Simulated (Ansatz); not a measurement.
Abridged output of a molecular run in Ansatz:

```
Functional definition: HF
1184 factors; integrals over basis functions are off by at most 1.2e-3 eV
mean field evaluation 1: about -22562.2372 eV, gradient 3.5e1 eV
mean field evaluation 2: about -22562.2580 eV, gradient 3.5e1 eV
mean field evaluation 4: about -22565.5347 eV, gradient 3.4e0 eV
mean field evaluation 8: about -22565.6080 eV, gradient 2.3e-1 eV
mean field -22565.60878914 eV, -829.2708274819 hartree, gradient 1.5e-6 eV, S^2 0.000000; 0 other end points of the search recorded, 0 dependent functions left out
14 core orbitals not correlated: weight in the atoms' cores, before any rotation towards them, 1.000 or more for the frozen orbitals, at most 0.000 for the correlated occupied ones
reference -22565.60878914 eV, -829.2708274819 hartree; 17, 17 occupied and 91, 91 virtual orbitals, 1184 factors
second order -19.50640092 eV of doubles, -0.00000000 eV of singles
cycle   1  -20.61166316 eV  change    -1.1e0 eV  update   1.1e-1
cycle   2  -21.19947352 eV  change   -5.9e-1 eV  update   3.5e-2
cycle   3  -21.34053300 eV  change   -1.4e-1 eV  update   2.0e-2
cycle   4  -21.33357464 eV  change    7.0e-3 eV  update   7.0e-3
cycle   5  -21.33002094 eV  change    3.6e-3 eV  update   3.5e-3
cycle   6  -21.33055739 eV  change   -5.4e-4 eV  update   1.5e-3
cycle   7  -21.33042887 eV  change    1.3e-4 eV  update   5.4e-4
cycle   8  -21.33042535 eV  change    3.5e-6 eV  update   2.1e-4
cycle   9  -21.33054002 eV  change   -1.1e-4 eV  update   9.2e-5
cycle  10  -21.33055272 eV  change   -1.3e-5 eV  update   4.7e-5
cycle  11  -21.33054172 eV  change    1.1e-5 eV  update   2.6e-5
perturbative correction -0.45152566 eV, -0.0165932620 hartree
Total energy: -22587.39085652 eV, -830.0713036938 hartree
```

Its atoms:

```xyz
12

B     2.071   -0.610   -0.657
Si    0.288   -1.466   -0.271
B    -0.464   -0.091    0.967
Si   -1.490    1.491    0.285
F    -1.087    2.832    1.050
F    -1.176    1.763   -1.255
H     3.048   -0.929   -0.049
H     2.155    0.262   -1.468
H    -0.520   -1.566   -1.519
H     0.418   -2.809    0.358
H    -0.286   -0.194    2.145
H    -2.959    1.318    0.412
```

Q: Which basis set was used?
A. cc-pV(Q+d)Z
B. def2-TZVPPD
C. def2-QZVPP
D. def2-SVP

A: D. It gives 122 functions.

Q: Write the keys of the input that set method, charge and spin (a neutral closed shell needs none for the last two).

A: 
```yaml
correlation: {method: ccsd_t}
```
